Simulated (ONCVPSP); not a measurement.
What one change does to a pseudopotential (Si (Z = 14), ONCV)

- Element: silicon (Si)
- Generator: ONCVPSP 4.0.1
- Type: optimised norm-conserving Vanderbilt (ONCV)
- Functional: Wu-Cohen
- Relativity: scalar-relativistic
- Frozen core: [Ne]
- Valence charge: 4
- Reference configuration: 3s2 3p2
- Partial waves: 3s: rc 1.70 bohr, ncon 4, nbas 7, qcut 4.4 1/bohr, 2 projectors, debl 0.7 Ha; 3p: rc 2.40 bohr, ncon 4, nbas 8, qcut 2.8 1/bohr, 2 projectors, debl 0.8 Ha
- Local potential: polynomial inside 1.60 bohr (lpopt 5, dvloc0 -1 Ha)
- Core correction: Teter function, fcfact 5.25, rcfact 1.45

All-electron outer shells of the reference configuration (Wu-Cohen, scalar-relativistic, ld1.x):

```csv
shell,level (eV),outermost node (bohr),outermost maximum (bohr)
2s,-139.23,0.15,0.45
2p,-95.56,–,0.39
3s,-10.78,0.72,1.77
3p,-4.05,0.72,2.17
```

Change: s: nproj 3.

Cutoffs: the cutoffs (Ha) at which the residual kinetic energy of the hardest occupied pseudo-wave falls to 1 and 0.1 mHa per electron; they do not see the model core or the augmentation charge, which bear on the density cutoff. Errors are all-electron minus pseudo energies relative to the spin-unpolarised reference configuration.

**Question.** What does the change do?

**Answer.** The potential gets neither clearly harder nor softer (8.0 Ha and 12 Ha → 8.0 Ha and 12 Ha); a bound ghost appears in s, which as a rule spoils a file; the errors of the 4 common tests hardly move; the range in which the s phases agree widens (upper end 2.9 → at the end of the scan).

| quantity | base | changed |
| --- | --- | --- |
| cutoff, loose | 8.0 Ha | 8.0 Ha |
| cutoff, tight | 12 Ha | 12 Ha |
| bound ghosts | none | s |
| GHOST(+) flags under 300 eV | s at 107.2 eV | none |
| error for 3s2 3p1, meV [ΔE 7.72 eV] | +0.5 | +0.5 |
| error for 3s2 3p0, meV [ΔE 23.71 eV] | +3.5 | +3.5 |
| error for 3s1 3p0, meV [ΔE 57.66 eV] | -65 | -65 |
| error for 3s0 3p4, meV [ΔE 13.76 eV] | -11 | -11 |
| s: phases at 1.73 bohr within 0.05 rad from the reference energy up to (Ha; the scan ends near 5) | 2.9 | to the end of the scan |
| p: phases at 2.44 bohr within 0.05 rad from the reference energy up to (Ha; the scan ends near 5) | 2.0 | 2.0 |
| rms error of d²Exc/dni dnj with the model core, mHa | 1.63 | 1.63 |

 A true bound ghost makes a file unfit for plane-wave use even where its test errors are small: the radial tests pick states by their node count and pass the ghost by.
